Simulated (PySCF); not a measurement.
A species of formula C3H5Br has this rotational fingerprint, computed with PBE0-D3(BJ)/def2-SVP geometry optimisation, gas phase in PySCF:

- Rotational constants: A = 9270, B = 3146, C = 2384 MHz
- Dipole components: |μa| = 1.54 D, |μb| = 0.28 D, |μc| = 0.00 D
- Inertial defect: -3.17 u·Å²
- κ: -0.78

Question: Which candidate fits, each taken in the one conformer that was computed?
A. `C1C(Br)C1`
B. `[CH2:1]=[CH:2][CH2:3][Br:4]` with C1–C2–C3–Br4 -117°
C. `CC(=C)Br` (2-bromopropene)

Answer: C. It is C=C(C)Br, an asymmetric top, point group Cs. The candidates at the same level (rigid rotor, commonest isotopes):

```csv
SMILES,A (MHz),B (MHz),C (MHz),μa (D),μb (D),μc (D),Δ (u·Å²),point group,rotor
C=CCBr,19410,1962,1905,1.71,0.81,0.02,-18.32,C1,near-prolate asymmetric top
BrC1CC1,16545,2567,2447,1.78,0.00,0.35,-20.91,Cs,near-prolate asymmetric top
C=C(C)Br,9270,3146,2384,1.54,0.28,0.00,-3.17,Cs,asymmetric top
```

`BrC1CC1` has A 78 % too high; `C=CCBr` has A 109 % too high. In the right answer the mirror of this Cs structure is the ab plane, so μc vanishes by symmetry. No structure here is proved a minimum.
